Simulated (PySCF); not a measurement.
A GIAO shielding run with PySCF 2.14 (density fitting, non-relativistic, gas phase) on SMILES N#CC[C@@H]([SiH3])CCCl, C5H10ClNSi:

```
$ OMP_NUM_THREADS=1 python probes_run.py task.json out

{"job": {"kind": "nmr", "xc": "PBE0", "basis": "pcSseg-1"}, "charge": 0, "multiplicity": 1}
N     -2.556397    -1.562264     1.312924
C     -2.117446    -1.115398     0.356010
C     -1.543716    -0.553550    -0.837938
C     -0.225995     0.180061    -0.536917
Si    -0.513266     1.641419     0.672244
C      0.808560    -0.834295    -0.043571
C      2.181092    -0.237084     0.207149
Cl     2.836335     0.517844    -1.272419
H     -2.271884     0.134669    -1.275796
H     -1.374579    -1.369426    -1.550270
H      0.132528     0.582370    -1.490050
H     -0.642293     1.115679     2.029413
H     -1.742311     2.319275     0.256690
H      0.607950     2.574797     0.575483
H      0.908136    -1.641208    -0.777439
H      0.465391    -1.281274     0.894235
H      2.893448    -1.008116     0.501523
H      2.145688     0.542819     0.967070
```

Hardware: 1 thread of an Arm Neoverse N1, shared host. The job also computes population analyses, field gradients.

**Question.** How large is the calculation?

**Answer.** 78 electrons, 200 basis functions and 1077 auxiliary functions.

**Question.** How long does it take, and how much memory does it need?

**Answer.** 67 s of wall time, with 14 SCF cycles and 5 response iterations; peak memory 0.9 GiB. Times on a shared host scatter by some tens of per cent.
